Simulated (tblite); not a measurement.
Start geometry of `C#CCc1c[n+](C)c(Cl)s1` from a force field or distance geometry (Å):
```
atom  x, y, z in Å
C1     3.620    1.014    0.836
C2     2.918    0.166    0.327
C3     2.095   -0.908   -0.256
C4     0.648   -0.729    0.131
C5    -0.284   -0.010   -0.540
N6    -1.500    0.020   -0.042
C7    -2.604    0.767   -0.674
C8    -1.676   -0.658    1.094
Cl9   -3.207   -0.787    1.974
S10   -0.128   -1.394    1.500
H11    4.226    1.763    1.266
H12    2.129   -0.755   -1.351
H13    2.447   -1.909    0.013
H14   -0.008    0.520   -1.484
H15   -2.225    1.549   -1.359
H16   -3.253    0.085   -1.269
H17   -3.207    1.276    0.124
```

Q: What comes out of this run: tblite 0.8.0, GFN2-xTB geometry optimisation, gas phase?

A: 
```
atom  x, y, z in Å
C1     3.4720    1.0015    0.8943
C2     2.8608    0.1245    0.3589
C3     2.0869   -0.9310   -0.2824
C4     0.6436   -0.7284    0.0273
C5    -0.2636    0.0139   -0.6536
N6    -1.4981    0.0681   -0.0702
C7    -2.6108    0.7878   -0.6397
C8    -1.5711   -0.6266    1.0631
Cl9   -2.9836   -0.7426    1.9888
S10   -0.0876   -1.3818    1.4644
H11    4.0413    1.7575    1.3484
H12    2.2503   -0.8854   -1.3619
H13    2.4305   -1.8994    0.0881
H14   -0.0835    0.5374   -1.5756
H15   -2.2426    1.5254   -1.3488
H16   -3.2804    0.0994   -1.1584
H17   -3.1712    1.2917    0.1463
```

The energy falls by 38.6 kJ/mol over 57 L-BFGS steps, the largest force on an atom goes from 3.24 to 0.009 eV/Å, and the atoms move by 0.119 Å rms after alignment. The bond that changes most is C8–Cl9 (aromatic C–Cl carbon to aryl chlorine), which shortens by 0.078 Å. Bonds longer at the end by more than 0.005 Å: 2 of 17; shorter: 12. Among the angles that change most is C4–C5–H14, from 120.0° to 125.8°. Rotational constants go from 2092, 545.7, 480.4 to 2028, 585.9, 511.8 MHz. The orientation of the end geometry is arbitrary; only internal coordinates are fixed.

The run took 0.88 s wall on one thread, Arm Neoverse N1 (aarch64), shared host.

Its lowest GFN2-xTB frequency is 10 cm⁻¹, too small to tell a flat minimum from a shallow saddle. 3 starts were optimised and ended at 0.00, 0.04 and 0.07 kcal/mol (GFN2-xTB); the lowest of these is shown.

One conformer stands for the species.

These are computed values.
